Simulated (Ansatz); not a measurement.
## A geometry optimisation of CFMgO2 with B3LYP/6-31G*

The starting geometry of this gas-phase doublet was optimised with GFN2-xTB.

```tsv
atom	x (Å)	y (Å)	z (Å)
C	-1.1678	2.0279	-0.5656
F	2.3453	2.1616	0.8648
Mg	1.1367	2.3317	-0.3300
O	-1.7180	1.6505	0.3593
O	-0.6814	2.4085	-1.5348
```

Task: Where would you expect an optimisation with B3LYP/6-31G* to take it?

Result: A bond breaks, giving a structure given below by its coordinates. Contacts that open: C1–Mg3 (2.34 → 2.98 Å).

The energy falls by 1.31 eV over 27 steps:

| step | E − E(last) (eV) |
| --- | --- |
| 1 | 1.305 |
| 4 | 0.562 |
| 7 | 0.338 |
| 10 | 0.275 |
| 13 | 0.220 |
| 15 | 0.158 |
| 18 | 0.123 |
| 21 | 0.014 |
| 24 | 0.000 |
| 27 | 0.000 |

Final geometry (Å):

```json
{"atom": "C", "x (Å)": "-1.0214", "y (Å)": "2.0084", "z (Å)": "-0.4217"}
{"atom": "F", "x (Å)": "1.1521", "y (Å)": "2.0074", "z (Å)": "0.8358"}
{"atom": "Mg", "x (Å)": "1.9011", "y (Å)": "2.5355", "z (Å)": "-0.6901"}
{"atom": "O", "x (Å)": "-1.7482", "y (Å)": "1.6695", "z (Å)": "0.4157"}
{"atom": "O", "x (Å)": "-0.3687", "y (Å)": "2.3592", "z (Å)": "-1.3461"}
```

No frequencies were run, so the end isn't proven a minimum. Open shells are spin-unrestricted. Run with Ansatz 0.2.0, 120 s on 1 thread of Arm Neoverse V1, with other jobs on the host.
